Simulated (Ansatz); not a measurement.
`CO[SiH]1C=N1` + `BNCC` → `BN(C)CC` + `O[SiH]1C=N1`  (substitution at a C–O bond)

Calculated with Ansatz (gas phase, PBE0-D4/def2-TZVP geometries, no zero-point term in ΔE). CCSD(T)/CBS adds triple-zeta CCSD(T) − MP2 to the extrapolated MP2 energy (def2 sets, frozen cores). Functionals use def2-TZVPP. B3LYP here is the variant with VWN-RPA as its local correlation; programs differ in this. Each species was taken in one conformer, which may not be the lowest.

```csv
level,ΔE (kJ/mol)
B3LYP-D4,-25.7
CCSD/def2-TZVPP,-31.4
```

(1) What does CCSD(T)/CBS give? (Estimate.)

Largest T1 diagnostic among the species: 0.014.

## Answers

(1) The calculation gave: -35.0 kJ/mol. The listed levels differ from it by 9.3, 3.6 kJ/mol.

The D4 term adds −4.6 kJ/mol with B3LYP and −2.4 kJ/mol with PBE0; it sums over pairs of atoms, weighted by their polarisabilities, and B3LYP, whose exchange is more repulsive, gets the larger term. In def2-TZVPP, CCSD(T) changes the Hartree–Fock value by −18.8 kJ/mol (the triples alone add −2.3 kJ/mol) and MP2 by −23.4 kJ/mol.
